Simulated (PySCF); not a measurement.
# Computed properties of Sn(H)(Cl)(NH2)2 (ClH₅N₂Sn), SMILES [NH2][SnH]([NH2])[Cl]

Sn(H)(Cl)(NH2)2 (ClH5N2Sn), SMILES [NH2][SnH]([NH2])[Cl]. Coordinates come from a PBE0-D3(BJ)/def2-SVP optimisation. The structure was generated by enumeration; whether it is a known compound was not checked. The def2 effective core potentials stand for the cores of Sn; spin–orbit coupling is left out. One conformer was computed; it need not be the lowest. All values are computed for the isolated molecule unless a solvent is named; none is compared with measurement here.

**Structure.** All 21 harmonic modes at PBE0-D3(BJ)/def2-SVP (PySCF) are real, so it is a minimum. With heavy atoms numbered as in [SnH:1]([NH2:2])([NH2:3])[Cl:4], the shortest bond between them is Sn1–N3 at 2.024 Å and the longest Sn1–Cl4 at 2.378 Å.

**Vibrations.** The strongest infrared lines (harmonic, unscaled, degenerate partners summed) lie at 549 cm⁻¹ (234 km/mol, N 61 %, H 35 %), 555 cm⁻¹ (150 km/mol, H 65 %, N 29 %), 1978 cm⁻¹ (119 km/mol, H 99 %). The softest mode is at 89 cm⁻¹ and the zero-point energy is 36.9 kcal/mol.

**Electronic structure.** PBE0/def2-TZVP (PySCF) places the frontier levels at -7.69 and -0.81 eV, a gap of 6.88 eV, and gives a dipole moment of 1.32 D and a mean polarisability of 65.5 bohr³. PBE/def2-TZVP (PySCF) at the same geometry gives -6.25 and -1.75 eV, so its gap is 2.38 eV narrower. An orbital gap is neither the optical nor the fundamental gap.

**Excitations.** TDDFT-PBE0/def2-SVPD (PySCF) has S1 at 5.67 eV (219 nm, f = 0.061, bright); the most intense of the 10 singlets computed lies at 5.90 eV (f = 0.14). T1 (TDA) is at 4.94 eV. TDDFT-PBE/def2-SVPD (PySCF) puts S1 at 4.82 eV. No vertical singlet excitation falls in the visible range (under 3.1 eV).
